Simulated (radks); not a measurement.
The numbers below are computed, except where a source is named.
Numerical settings for the arsenic ion As20+, [Ne] 3s2 3p1. Code: a radial shooting solver on a logarithmic mesh with Libxc functionals. Model: Dirac Kohn-Sham, LDA (Slater exchange, Perdew-Wang correlation), spin-unpolarised, spherical densities, point nucleus; open shells fill j = l - 1/2 first. The defaults (mesh step 0.008 in ln r, mesh end at 40 bohr or more with all orbitals vanishing there, Anderson mixing 0.5 over 9 steps, residual threshold near 1e-9 with the energy settled to 1e-9 hartree or 1e-11 of itself, here a cap of 72 iterations) give E = -2023.9260 hartree and 3p1/2 at -796.55 eV in 13 iterations. Run on one thread of a shared host, so times are rough (Intel(R) Xeon(R) Platinum 8488C): 0.09 s of CPU time, 0.09 s wall, 13 iterations on 2476 mesh points. Changes against that run (0 stands for a change within the tolerance of the run):

| setting | iterations | converged | E (mhartree) | e(3p1/2) (meV) | CPU (s) |
|---|---|---|---|---|---|
| mesh step in ln r 0.005 | 13 | yes | 0 | 0 | 0.16 |
| mesh step in ln r 0.02 | 13 | yes | 0 | 0 | 0.05 |
| mesh step in ln r 0.012 | 13 | yes | 0 | 0 | 0.07 |
| mesh end (bohr) 1 | 13 | yes | +1.14e+03 | +1.3e+04 | 0.09 |
| mesh end (bohr) 5 | 13 | yes | 0 | 0 | 0.09 |
| residual threshold 1e-05 | 10 | yes | 0 | -0.106 | 0.09 |
| residual threshold 0.01 | 8 | yes | 0 | -0.446 | 0.07 |
| mixing 0.01 | 17 | yes | 0 | 0 | 0.1 |
| linear mixing, mixing 1 | 14 | yes | 0 | 0 | 0.09 |
| linear mixing, mixing 0.2 | 72 | no | 0 | -0.0121 | 0.3 |
| mixing history 3 | 13 | yes | 0 | 0 | 0.09 |
| iteration cap 5 | 5 | no | +0.000615 | +44.9 | 0.04 |

Settings that end as converged yet miss the energy by more than 1 mhartree: mesh end (bohr) 1 (+1.14 hartree). A mesh that ends early acts as a hard wall.
